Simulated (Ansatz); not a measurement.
Mg₄O₄⁻ (the lowest doublet isomer of a short search), 8 atoms. Hardware: 4 threads of Arm Neoverse V2 on a shared host.

Correlated methods freeze 8 core orbitals; core or outer-core shells of Mg are correlated, in sets that lack core-valence functions.

**Question.** How many basis functions does each of these Ansatz runs have, and roughly what does it cost? B97M-V/def2-TZVPD, charge -1 doublet, energy, from earlier orbitals; PBE-D4/def2-SVP, charge -1 doublet, energy with a search over starts; r2SCAN-D4/def2-TZVPD, charge -1 doublet, energy, from earlier orbitals; MP2/def2-TZVPD, charge -1 doublet, energy, from earlier orbitals; RPA@PBE/def2-TZVPD, charge -1 doublet, energy, from earlier orbitals; r2SCANh-D4/def2-TZVPD, charge -1 doublet, energy, from earlier orbitals; HF/def2-TZVPD, charge -1 doublet, energy, from earlier orbitals; PBE0-D4/def2-TZVPD, charge -1 doublet, energy, from earlier orbitals; PBE-D4/def2-TZVPD, charge -1 doublet, energy and forces, from earlier orbitals; PBE0-D4/def2-SVPD, charge -1 doublet, relaxation, 13 steps.

**Answer.** Other jobs shared the machine, so times can vary by a factor of up to 3. A dash marks memory too small to be measured apart from the calling script's.

```tsv
run	functions	fitting or Cholesky vectors	wall time	peak host memory (GiB)
PBE-D4/def2-TZVPD, charge -1 doublet, energy and forces, from earlier orbitals	300	1968	14 s	0.73
HF/def2-TZVPD, charge -1 doublet, energy, from earlier orbitals	300	2236	21 s	1.4
r2SCAN-D4/def2-TZVPD, charge -1 doublet, energy, from earlier orbitals	300	1968	23 s	0.84
MP2/def2-TZVPD, charge -1 doublet, energy, from earlier orbitals	300	2212	24 s	1.4
PBE-D4/def2-SVP, charge -1 doublet, energy with a search over starts	128	1288	25 s	–
PBE0-D4/def2-TZVPD, charge -1 doublet, energy, from earlier orbitals	300	1968	29 s	1.4
RPA@PBE/def2-TZVPD, charge -1 doublet, energy, from earlier orbitals	300	2212	32 s	1.4
r2SCANh-D4/def2-TZVPD, charge -1 doublet, energy, from earlier orbitals	300	1968	39 s	1.6
B97M-V/def2-TZVPD, charge -1 doublet, energy, from earlier orbitals	300	1968	49 s	1.1
PBE0-D4/def2-SVPD, charge -1 doublet, relaxation, 13 steps	176	1572	1.7 min	0.8
```
